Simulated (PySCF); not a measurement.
C₂H₂N, SMILES C(#N)[CH2-], charge -1. Atoms are numbered in the order given.

```xyz
5

C     -1.2016     0.0882     0.0000
C      0.1803    -0.0014     0.0000
N      1.3624    -0.0117     0.0000
H     -1.7044    -0.2195    -0.9151
H     -1.7044    -0.2195     0.9151
```
Charge -1, spin multiplicity 1.

Geometry: r2SCAN-D4/def2-TZVPD.

The numbers are results of r2SCAN-D4/def2-TZVPD (PySCF 2.14.0), not measurements.

Frequencies are harmonic and unscaled.

| mode | ν (cm⁻¹) | IR (km/mol) | moving atoms (share of kinetic energy) |
|---|---|---|---|
| 1 | 411 | 217.4 | H 80 %, C 19 % |
| 2 | 434 | 4.0 | C 54 %, H 27 %, N 19 % |
| 3 | 563 | 3.5 | C 81 %, N 18 % |
| 4 | 1049 | 2.4 | H 64 %, C 35 % |
| 5 | 1070 | 24.8 | C 54 %, N 30 %, H 15 % |
| 6 | 1415 | 3.7 | H 84 %, C 15 % |
| 7 | 2145 | 499.7 | C 66 %, N 34 % |
| 8 | 3082 | 43.4 | H 95 % |
| 9 | 3143 | 54.7 | H 90 %, C 10 % |
